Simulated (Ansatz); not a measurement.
GeCl(OiPr)3 (C₉H₂₁ClGeO₃). Charge 0, multiplicity 1. Geometry r2SCAN-D4/def2-SVP, basis def2-TZVP, Ansatz.

```tsv
atom	x (Å)	y (Å)	z (Å)
Ge1	0.884	-0.541	-0.179
Cl2	2.968	-1.071	-0.083
O3	0.701	1.047	0.565
C4	1.552	2.158	0.231
C5	1.405	3.168	1.354
C6	1.172	2.724	-1.130
H7	2.602	1.804	0.198
H8	0.360	3.509	1.420
H9	2.049	4.044	1.177
H10	1.684	2.715	2.316
H11	1.261	1.957	-1.915
H12	0.128	3.078	-1.113
H13	1.824	3.570	-1.396
O14	-0.128	-1.659	0.710
C15	0.023	-1.833	2.134
C16	-0.315	-3.282	2.435
C17	-0.872	-0.845	2.865
H18	1.080	-1.647	2.413
H19	-1.352	-3.497	2.131
H20	-0.215	-3.492	3.512
H21	0.355	-3.956	1.881
H22	-0.600	0.187	2.599
H23	-1.924	-1.013	2.583
H24	-0.779	-0.966	3.956
O25	0.412	-0.633	-1.867
C26	-0.969	-0.887	-2.207
C27	-0.989	-1.191	-3.693
C28	-1.841	0.303	-1.833
H29	-1.311	-1.776	-1.644
H30	-0.630	-0.320	-4.263
H31	-2.010	-1.434	-4.026
H32	-0.333	-2.044	-3.917
H33	-1.785	0.513	-0.753
H34	-1.512	1.204	-2.376
H35	-2.895	0.107	-2.086
```

```csv
run,HOMO (eV),LUMO (eV)
A,-6.45,-1.27
B,-6.78,-0.93
C,-7.77,-0.51
D,-8.02,-0.19
E,-10.42,1.73
F,-11.89,3.38
```

B3LYP takes the VWN-RPA correlation. Single mean-field runs in def2-TZVP are fitted with def2-universal-jkfit.

Q: The runs used B3LYP, HF, PBE, PBE0, r2SCAN, ωB97M-V. Estimate which is which.

A: A PBE (0 % exact exchange); B r2SCAN (0 % exact exchange); C B3LYP (20 % exact exchange); D PBE0 (25 % exact exchange); E ωB97M-V (range-separated); F HF (100 % exact exchange). Exact exchange lowers occupied and raises empty levels; among semilocal functionals meta-GGAs tend to open the gap a little, and such runs are hard to tell apart. The gap grows from 5.18 eV (PBE) to 15.27 eV (HF).
